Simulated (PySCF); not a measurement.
A GIAO shielding run with PySCF 2.14.0 with density-fitted response routines (density fitting, non-relativistic, gas phase) on SMILES C1C[C@@H]([SiH2]O[SiH3])C[C@H]1Cl, C5H13ClOSi2:

```
$ OMP_NUM_THREADS=1 python probes_run.py task.json out

{"job": {"kind": "nmr", "xc": "PBE0", "basis": "pcSseg-1"}, "charge": 0, "multiplicity": 1}
Si     3.668641     0.551842     0.667166
O      2.582786    -0.147208    -0.310952
Si     1.306163    -0.945991    -0.904317
C     -0.241587    -0.510837     0.113268
C     -1.517349    -1.195265    -0.383774
C     -2.629032    -0.342189     0.218068
C     -2.121821     1.079063     0.006617
Cl    -2.606933     1.646664    -1.624760
C     -0.593116     0.991877     0.107439
H      4.722506     1.031637    -0.220812
H      4.141800    -0.468496     1.600895
H      2.988718     1.638460     1.372552
H      1.176562    -0.476169    -2.281568
H      1.602279    -2.375245    -0.798208
H     -0.093819    -0.814904     1.155573
H     -1.573987    -2.238368    -0.078460
H     -1.574713    -1.151162    -1.472174
H     -3.601446    -0.509244    -0.242488
H     -2.711684    -0.532343     1.290748
H     -2.558837     1.799340     0.699199
H     -0.242482     1.478642     1.017847
H     -0.133058     1.509283    -0.734277
```

Hardware: 1 thread of an Arm Neoverse N1, shared host. The job also computes population analyses, field gradients, ring-centre shieldings.

Question: How large is the calculation?

Answer: 96 electrons, 239 basis functions and 1309 auxiliary functions.

Question: How long does it take, and how much memory does it need?

Answer: 110 s of wall time, with 14 SCF cycles and 4 response iterations; peak memory 1.1 GiB. Times on a shared host scatter by some tens of per cent.
